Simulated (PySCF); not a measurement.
Gas-phase reaction: 2 GeH3 + Cl2 = 2 GeHCl + 4 H

Computed with PySCF and rigid-rotor harmonic-oscillator thermochemistry at 1 bar. † marks an energy on the PBE0/def2-TZVP geometry and frequencies; other levels use their own. CCSD(T) freezes the core. 6-31G* has spherical d functions here. Open shells (unrestricted): GeH3 (multiplicity 2), H (multiplicity 2); the rest are closed-shell singlets. B3LYP is the form with VWN-RPA correlation. Ge: all electrons, no relativistic terms. GeH3, GeHCl: computed as isolated molecules; such fragments, hydroxides, amides, oligomers or adducts are transient or little studied in the gas. CCSD(T) isn't extrapolated to the basis-set limit.

```
level                ΔH°(298 K), kJ
-------------------  --------------
B3LYP/def2-TZVP†                523
CCSD(T)/def2-TZVPP†             543
HF/6-31G*                       354
PBE0/def2-QZVP†                 [?]
r2SCAN/def2-TZVP†               [?]
LDA/def2-TZVP†                  602
ωB97M-V/def2-TZVP†              [?]
ωB97X-V/def2-TZVP†              [?]
```

What belongs in the gaps?


- PBE0/def2-QZVP†, ΔH°(298 K), kJ: 522
- r2SCAN/def2-TZVP†, ΔH°(298 K), kJ: 545
- ωB97M-V/def2-TZVP†, ΔH°(298 K), kJ: 519
- ωB97X-V/def2-TZVP†, ΔH°(298 K), kJ: 528
